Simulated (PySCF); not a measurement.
# One molecule, several mistakes: BCH6N2

These are calculations, not measurements. The program is PySCF 2.14.0, an open-source quantum chemistry code, run on an isolated molecule that a program drew, which may never have been made. The molecule is BCH6N2 (charge 0, doublet), drawn as the SMILES string `[CH2]B(N)N`.

Each row is a Hartree-Fock (HF) and frozen-core CCSD(T) single point in the cc-pVDZ basis, meant for a local HF minimum. Run 1 is clean. Each other run has one planted mistake out of seven kinds, and not every kind appears here: one electron removed, one electron added, multiplicity raised by two, geometry at a saddle point, minimal basis STO-3G, one bond length entered in bohr, all coordinates scaled. The reference is restricted for singlets and unrestricted otherwise, and also for a bond in bohr. Adding or removing an electron swaps singlet and doublet. Electrons count all cores. HOMO and LUMO are orbital energies over both spins, the gradient is its largest component, and the lowest frequency (negative if imaginary) is given only where the gradient is small. Bond lengths are over the 9 bonds as drawn. T1 is the CCSD diagnostic: over 0.02 (restricted) or 0.045 (unrestricted) a single reference is doubtful.

Geometry of the clean run:
```xyz
10
BCH6N2, angstrom
C    -0.5979    0.4210   -0.1532
B    -0.2421   -1.0246   -0.6412
N     0.8480   -1.7155   -0.0508
N    -1.0139   -1.6277   -1.6683
H    -1.4219    0.9972   -0.5655
H    -0.0419    0.9341    0.6269
H     1.4119   -1.3150    0.6665
H     1.1331   -2.6337   -0.3170
H    -1.7880   -1.1697   -2.0971
H    -0.8462   -2.5449   -2.0228
```

| run | electrons | basis functions | <S^2> | HOMO (eV) | LUMO (eV) | gradient (hartree/bohr) | lowest frequency (cm^-1) | mean bond (Å) | longest bond (Å) | T1 | HF (hartree) | CCSD(T) (hartree) | mistake |
|---|---|---|---|---|---|---|---|---|---|---|---|---|---|
| 1 | 31 | 86 | 0.760 | -9.57 | 3.28 | 3.9e-05 | 158 | 1.1741 | 1.567 | 0.0131 | -175.01394 | -175.61131 | no fault |
| 2 | 32 | 86 | 0.000 | 0.40 | 9.50 | 9.6e-02 | - | 1.1741 | 1.567 | 0.0112 | -174.93914 | -175.57467 | one electron added |
| 3 | 31 | 86 | 3.797 | -2.05 | 0.02 | 7.4e-02 | - | 1.1741 | 1.567 | 0.0406 | -174.77892 | -175.36370 | ? |
| 4 | 31 | 26 | 0.764 | -7.82 | 7.45 | 3.0e-02 | - | 1.1741 | 1.567 | 0.0157 | -172.78787 | -173.00340 | ? |

**Which mistake was planted in run 3, and what did it cost?**

Electrons, basis and geometry are unchanged, and <S^2> is 3.797, beside S(S+1) = 3.75 for a multiplicity of 4. So the mistake is: multiplicity raised by two. Subtracting run 1 and multiplying by 627.51 kcal/mol a hartree, the energy moved by 147.5 kcal/mol in HF and 155.4 kcal/mol in CCSD(T).

**Which mistake was planted in run 4, and what did it cost?**

It has 26 basis functions where the clean run has 86, with the same electrons and geometry. So the mistake is: minimal basis STO-3G. Subtracting run 1 and multiplying by 627.51 kcal/mol a hartree, the energy moved by 1396.9 kcal/mol in HF and 1636.5 kcal/mol in CCSD(T).

Cautions from the logs. Run 2: the HOMO is above zero, so the electron isn't bound and the energy depends on the basis.
